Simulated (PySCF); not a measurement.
## Si3BH5O6

Si3BH5O6 is a molecule drawn as a unit of a network glass or zeolite (built as: B3 Si Si Si, H ends, O bridges), neutral, singlet. The structure, one conformer, was relaxed in the gas phase by PBE0-D3(BJ)/def2-SVP. No frequency run checks that it is a minimum.

SMILES: OB1O[SiH]2O[SiH2]O[SiH](O1)O2

```
atom   x (Å)   y (Å)   z (Å)
  O1   0.554  -2.130  -2.403
  B2   0.302  -1.462  -1.255
  O3   1.368  -1.092  -0.471
 Si4   1.273  -0.302   0.987
  O5   1.245   1.333   0.722
 Si6  -0.071   2.277   0.309
  O7  -1.402   1.267   0.221
 Si8  -1.455  -0.366   0.490
  O9  -0.239  -0.690   1.585
 O10  -1.003  -1.165  -0.899
 H11  -0.261  -2.331  -2.874
 H12   2.371  -0.687   1.880
 H13  -0.298   3.294   1.366
 H14   0.162   2.897  -1.019
 H15  -2.783  -0.799   0.940
```

Shieldings: GIAO PBE0/pcSseg-1. Shifts are against computed references at the same level: H TMS (σ 31.27 ppm), Si TMS (σ 352.0 ppm). Core levels by delta-SCF with SCAN, pcX-2 on the ionised atom and pcseg-1 elsewhere, spin-free X2C (2p3/2 is the spin-free 2p value less a third of a first-order spin-orbit splitting); from the vacuum level, for chosen atoms.

**Question.** Give the shieldings and core levels atom by atom.

**Answer.** 
| atoms | bonded to | σ (ppm) | δ (ppm) | core level (eV) |
| --- | --- | --- | --- | --- |
| O1 | 1 B + 1 H | 233.2 | - | 1s 539.26 |
| B2 | 3 O | 84.3 | - | 1s 198.70 |
| O3 | 1 B + 1 Si | 196.3 | - | 1s 538.55 |
| Si4 | 3 O + 1 H | 406.2 | -54.2 | 2p3/2 108.80 |
| O5 | 2 Si | 220.0 | - | - |
| Si6 | 2 O + 2 H | 379.5 | -27.5 | - |
| O7 | 2 Si | 220.3 | - | - |
| Si8 | 3 O + 1 H | 406.4 | -54.4 | - |
| O9 | 2 Si | 201.9 | - | - |
| O10 | 1 B + 1 Si | 193.1 | - | 1s 538.65 |
| H11 | 1 O | 27.89 | 3.37 | - |
| H12 | 1 Si | 26.61 | 4.66 | - |
| H13 | 1 Si | 26.08 | 5.18 | - |
| H14 | 1 Si | 26.17 | 5.10 | - |
| H15 | 1 Si | 26.66 | 4.61 | - |

Values are those of this one static structure; atoms that internal rotation interchanges would show their mean in an NMR spectrum.

**Question.** Which of O1, O3, O10 holds its core electrons tightest, and by how much against the loosest?

**Answer.** O1 (bonded to 1 B + 1 H), by 0.72 eV over O3 (bonded to 1 B + 1 Si).

**Question.** By CAM-B3LYP/def2-SVPD (TDDFT singlets, Tamm-Dancoff triplets, ionisation by delta-SCF), where does absorption start, and what does vertical ionisation take?

**Answer.** The first singlet with intensity lies at 8.09 eV (f 0.007); what lies below it is dark. The lowest singlet lies at 7.92 eV (f 0.000), the strongest of the first 6 at 8.73 eV (f 0.088), the lowest triplet at 7.48 eV; vertical ionisation takes 11.14 eV.
